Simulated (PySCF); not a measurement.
**Ionisation energy of Pd²⁹⁺ by level of theory**

Pd²⁹⁺ [Ne] 3s2 3p5 [3p1/2^2 3p3/2^3, M_J = 3/2] → Pd³⁰⁺ [Ne] 3s2 3p4 [3p1/2^2 3p3/2^2, M_J = 2], as a difference of total energies. All numbers are calculated (PySCF 2.14, the two-component X2C-1e Hamiltonian, in an uncontracted even-tempered set (19 s from 4.6 bohr⁻², ratio 2.4; 14 p from 6 bohr⁻², ratio 2.4; 5 d from 25 bohr⁻², ratio 2.6; 4 f from 37 bohr⁻², ratio 2.6)). Correlated levels: 1s2 frozen; the 56 highest virtual spinors dropped. "Screened" scales the spin-orbit matrix elements by Boettger's factors to mimic the two-electron term; Breit and QED terms are absent.

| method | ionisation energy (eV) |
| --- | --- |
| GHF (spin-free) | 1720.4 |
| GMP2 (spin-free) | 1721.3 |
| GHF (screened spin-orbit) | 1710.6 |
| GMP2 (screened spin-orbit) | 1711.6 |

Breit and QED terms and the two-electron picture change are absent.

The spin-free rows relax to the high-spin LS determinant and lack the spin-orbit shift.

The labels give the starting determinants; with spin-orbit coupling the two ends relaxed to ⟨J²⟩ = 3.75, ⟨L²⟩ = 2.01, ⟨S²⟩ = 0.76 and ⟨J²⟩ = 6.00, ⟨L²⟩ = 2.98, ⟨S²⟩ = 1.52.

For comparison: 1706.2 ± 1.8 eV (semi-empirical (NIST evaluation); NIST Atomic Spectra Database, ionization energies).
